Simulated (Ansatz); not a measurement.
Tuning the range parameter of LC-ωPBE so that −HOMO meets the ionisation energy; basis def2-TZVP, Ansatz. System: B(H2O)Cl3 (BCl3OH2). Total charge 0; singlet. Geometry: r2SCAN-D4/def2-SVP. The ionised state is a doublet.

Geometry of the singlet:

```
atom   x (Å)   y (Å)   z (Å)
  B1   0.045  -0.021  -0.638
  O2  -0.400   0.304   0.949
  H3   0.405   0.649   1.380
  H4  -0.594  -0.564   1.350
 Cl5  -1.105   0.898  -1.665
 Cl6  -0.125  -1.841  -0.707
 Cl7   1.774   0.575  -0.668
```

```
ω (1/bohr)  HOMO (eV)  LUMO (eV)  vertical IE (eV)  HOMO + IE (eV)
       0.1      -8.43       0.01             10.05            1.62
      0.15      -9.07       0.54             10.19            1.13
       0.2      -9.63       0.94             10.39            0.76
       0.3     -10.53       1.45             10.81            0.29
```

**Question.** Where does the tuning condition hold?

**Answer.** Not within the range that was run.
